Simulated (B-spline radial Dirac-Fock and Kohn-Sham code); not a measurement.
Core and valence levels of Tl⁴⁶⁺

System: the Tl⁴⁶⁺ ion in the configuration [Ar] 3d10 4s2 4p5; nuclear rms radius 5.4759 fm (A = 205).

These are calculated numbers from a radial finite-basis atomic code; the model is multi-electron Dirac-Fock with separately optimised hole states, Breit and Lamb-shift corrections added in first order. Correlation energy is missing from these numbers. Energies are counted from the vacuum level. Subshells whose hole state is unreliable or did not converge are left out.

All terms are in eV, carry their sign (relaxation lowers the binding energy) and add up to the binding energy; ⟨r⟩ is the mean radius of the orbital in the initial state.

```csv
subshell,−ε (Koopmans),relaxation,Gaunt,retardation,QED,binding energy,⟨r⟩ (bohr)
K,88426.5,-59.50,-344.76,32.62,-163.76,87891.1,0.016
L1,17792.0,-23.40,-40.28,3.06,-25.12,17706.3,0.068
L2,17145.6,-27.97,-67.28,6.89,-0.65,17056.6,0.056
M1,5984.8,-5.13,-8.49,0.69,-6.05,5965.8,0.174
M2,5700.4,-5.89,-13.97,1.31,-0.31,5681.5,0.165
M4,4763.0,-6.70,-6.51,0.64,0.46,4750.9,0.156
M5,4660.1,-6.25,-4.68,0.70,0.19,4650.1,0.161
N1,2797.8,-0.63,-2.80,0.29,-1.94,2792.7,0.352
"N2,3",2564.5,-0.64,-3.47,0.67,-0.19,2560.9,0.369
```

For the deepest level, K (1s), the Breit terms make up -0.355 % of the binding energy, QED -0.186 % and orbital relaxation -0.068 %.

Spin-orbit splittings: 3d 100.8 eV.

Going to the tabulated ground configuration of the next ion removes an electron from N2,3 (4p), computed at 2560.9 eV. NIST lists 2508 ± 4 eV as the ionisation energy of this species (theoretical), -52.91 eV from the computed value. Where a p, d or f shell is open in either ion the computed value averages over both j values and all terms, while the table refers to the lowest levels; that difference holds spin-orbit splitting (largest in heavy or highly charged ions), term energies where several electrons share open shells, and correlation, and it can reach 10 % or more.
